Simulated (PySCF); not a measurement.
These are PySCF with PBE-D3(BJ)/def2-TZVP // B3LYP-D3(BJ)/def2-TZVP values and carry that method's errors. Isolated molecules, 0 K electronic values unless said otherwise. One relaxed conformer stands for a flexible species; it need not be the lowest. 

Reference species (SMILES): `[Cl][In][Cl]` (neutral, multiplicity 2).

highest occupied spin orbital: -6.16 eV

Changed species: `[In]([OH])[OH]` (H–O–In–O torsion -180°, O–In–O–H torsion 180°) (radical fragment; the reference has radical fragment).

Q: Give the shifts of the highest occupied spin orbital.

A: the highest occupied spin orbital rises by 0.84 eV, to -5.32 eV.
